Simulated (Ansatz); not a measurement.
Ideal-gas functions of FHMoO2S (`[O]=[Mo]([OH])([F])=[S]`) at 600 K and 1 bar, from an Ansatz frequency run at PBE0-D4/def2-TZVP.

Molar mass 180.01 g/mol, point group C1 (symmetry number 1), electronic degeneracy 1, moments of inertia 150.566, 218.783, 239.523 u Å². Harmonic wavenumbers (cm⁻¹, unscaled): 197, 202, 223, 247, 272, 335, 589, 651, 708, 759, 1065, 3872.

Use S(trans) = R[1.5 ln M + 2.5 ln T − 1.1517]; rotational temperatures θ = 24.2544 K / I; S(rot) = R[ln(√π/σ · √(T³/θAθBθC)) + 1.5]; for each mode x = 1.438777 ν̃/T, S = R[x/(eˣ − 1) − ln(1 − e⁻ˣ)] and H = RT x/(eˣ − 1); 1 cm⁻¹ = 0.0119627 kJ/mol; R = 8.31446 J/(mol·K).

Q: By hand: the entropy, in J/(mol·K).

A: Translation 188.2. Rotation: θ = 0.1611, 0.1109, 0.1013 K, giving 123.3. Vibration, mode by mode: 14.63, 14.42, 13.62, 12.79, 12.01, 10.36, 6.10, 5.41, 4.85, 4.40, 2.46, 0.01, in all 101.0. Electronic 0.0. Sum 412.5 J/(mol·K).

Q: By hand: H − E and G − E in kJ/mol, counted from the electronic energy.

A: Zero-point energy ½ × 9120 × 0.0119627 = 54.5; thermal vibration 31.1; translation, rotation and pV give 4 RT = 20.0. H − E = 105.6 kJ/mol, and G − E = 105.6 − 600 × 412.5/1000 = -141.9 kJ/mol.

Vibration gives 24 % of the entropy. The sum counts one conformer and one mirror image; others add a mixing term.
